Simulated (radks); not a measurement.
Eu XLII, configuration [Ar] 3d4. Method: scalar-relativistic Kohn-Sham, PBE, spin-polarised, spherical densities, finite nucleus; open shells are filled with parallel spins first (spin-orbit coupling, left out, can overturn this in heavy ions); Fermi nuclear charge, rms radius 5.1115 fm; computed with a radial shooting solver on a logarithmic mesh with Libxc functionals.

Normalised radial functions P(r) = r R(r), r in bohr:

r         3s down
0.001905   0.3697
0.002365   0.4335
0.002935   0.5040
0.003672   0.5826
0.004557   0.6606
0.005656   0.7356
0.007019   0.7998
0.008781   0.8427
0.0109     0.8457
0.01353    0.7920
0.01679    0.6613
0.021      0.4257
0.02607    0.0946
0.03235   -0.3232
0.04015   -0.7778
0.05023   -1.1867
0.06234   -1.3823
0.07737   -1.2394
0.09603   -0.6752
0.1192     0.2538
0.1491     1.3426
0.1851     2.1334
0.2297     2.3531
0.285      1.9621
0.3566     1.2125
0.4426     0.5574
0.5493     0.1782
0.6817     0.0367

3s down: eigenvalue -3659.7 eV, 2 radial nodes at r = 0.0275, 0.113 bohr, <r> = 0.237 bohr, 90 % of the charge inside 0.345 bohr.
